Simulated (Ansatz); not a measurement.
Cost and result up the ladder for AgPd3 (4 atoms). Total charge 0; doublet. Geometry: PBE0-D4/def2-SVP.

```xyz
4

Pd   -1.282    0.709   -1.683
Pd    0.870    0.904   -0.329
Pd    1.356   -0.613    1.662
Ag   -0.945   -0.999    0.350
```

Ansatz on 4 threads of Arm Neoverse V1 on a shared host. Times are rough, and most runs start from the orbitals of an earlier one. CAM-B3LYP-D4/def2-TZVP serves as the yardstick here, not as an exact answer. Binding counts from free atoms at the same level (Pd singlet, Ag doublet; other spins of the atoms weren't run), without zero-point energy.

In the def2 sets Ag, Pd take a core potential; there is no spin–orbit coupling. LC-ωPBE has ω = 0.4 bohr⁻¹. Correlated methods freeze no core orbitals; core or outer-core shells of Pd, Ag are correlated, in sets that lack core-valence functions. Another isomer (doublet) lies 0.96 eV lower at PBE0-D4/def2-TZVP; other spin states weren't run for this one.

```json
{"level": "MP2/def2-TZVP", "functions": "160", "wall time": "15 s"}
{"level": "PBE0-D4/def2-TZVP", "functions": "160", "wall time": "22 s"}
{"level": "LC-ωPBE/def2-TZVP", "functions": "160", "wall time": "23 s"}
{"level": "CAM-B3LYP-D4/def2-TZVP", "functions": "160", "wall time": "28 s"}
{"level": "PBE-D4/def2-TZVP (with forces)", "functions": "160", "wall time": "38 s"}
{"level": "r2SCAN-D4/def2-TZVP", "functions": "160", "wall time": "98 s"}
```

Estimate what each level gives for the binding energy per atom (eV).


```json
{"level": "MP2/def2-TZVP", "binding energy per atom (eV)": "1.03", "difference from CAM-B3LYP-D4/def2-TZVP (eV)": "0.02"}
{"level": "PBE0-D4/def2-TZVP", "binding energy per atom (eV)": "1.16", "difference from CAM-B3LYP-D4/def2-TZVP (eV)": "0.14"}
{"level": "LC-ωPBE/def2-TZVP", "binding energy per atom (eV)": "0.87", "difference from CAM-B3LYP-D4/def2-TZVP (eV)": "-0.14"}
{"level": "CAM-B3LYP-D4/def2-TZVP", "binding energy per atom (eV)": "1.01", "difference from CAM-B3LYP-D4/def2-TZVP (eV)": "0.00"}
{"level": "PBE-D4/def2-TZVP (with forces)", "binding energy per atom (eV)": "1.53", "difference from CAM-B3LYP-D4/def2-TZVP (eV)": "0.52"}
{"level": "r2SCAN-D4/def2-TZVP", "binding energy per atom (eV)": "1.59", "difference from CAM-B3LYP-D4/def2-TZVP (eV)": "0.58"}
```
